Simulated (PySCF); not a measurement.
C₅H₉N₂ (doublet state).
Cartesian coordinates in Å at the GFN2-xTB level; atoms count from 1:
```xyz
16
C5H9N2 angstrom
C     -2.2400   -0.4497    1.1990
C     -1.6452    0.6148    0.5833
C     -0.4601    0.5944   -0.1410
N      0.0620    1.7429   -0.6980
C      0.3526   -0.6611   -0.3155
N      1.5690   -0.3959   -1.0234
C      2.6619   -0.8150   -0.5837
H     -1.8172   -1.4368    1.1691
H     -3.1621   -0.3313    1.7362
H     -2.1348    1.5793    0.6560
H     -0.5874    2.4937   -0.8703
H      0.7571    1.5812   -1.4118
H     -0.2260   -1.3624   -0.9336
H      0.5261   -1.1446    0.6612
H      2.7763   -1.3953    0.3389
H      3.5601   -0.6053   -1.1464
```

The hyperfine couplings belong to this conformer and change with its torsions.

As a line formula: `C=C[C](N)CN=C` [radical].

Computed with UKS B3LYP, pcH-1 on C H N, non-relativistic, mean-field spin-orbit, GIAO in PySCF. The structure is a single GFN2-xTB conformer in the gas phase; no vibrational or solvent corrections. A GFN2-xTB geometry isn't a minimum of the functional, and hyperfine couplings can be far from their values at a DFT geometry. Stability of the SCF solution: not tested.

Largest spin populations (Mulliken): C1 (+0.59), C3 (+0.49), C2 (-0.19) and N4 (+0.15). The positive populations add up to 1.29 and the negative ones to -0.29, together 2S = 1. The angles at C1 add up to 360.0°, so it is planar.

Question: Test a(H) = Q·ρ(C) for the protons on planar carbons with a spin population beyond ±0.08.

Answer: 
```json
{"H": "H8", "C": "C1", "ρ(C)": "+0.591", "a(H) (G)": "-12.30", "a/ρ (G)": "-20.8"}
{"H": "H9", "C": "C1", "ρ(C)": "+0.591", "a(H) (G)": "-12.91", "a/ρ (G)": "-21.8"}
{"H": "H10", "C": "C2", "ρ(C)": "-0.189", "a(H) (G)": "+2.56", "a/ρ (G)": "-13.5"}
```

A least-squares line through the origin gives Q = -21.0 G with Mulliken populations. In McConnell's picture π spin on carbon polarises the C–H bond and leaves opposite spin at the proton, which makes Q negative, as found here. Where ρ is negative the coupling is positive.

Question: List the C–H protons on four-coordinate carbons next to a three-coordinate spin centre, with their couplings and θ (C–H bond against the normal to the plane of the centre's neighbours, projected along the bond that joins the two).

Answer: 
```
β H  on  centre  θ (°)  cos²θ   a (G)
H13  C5      C3     24   0.83  +17.12
H14  C5      C3     38   0.61  +13.17
```

Couplings in gauss use g_iso = 2.0027.
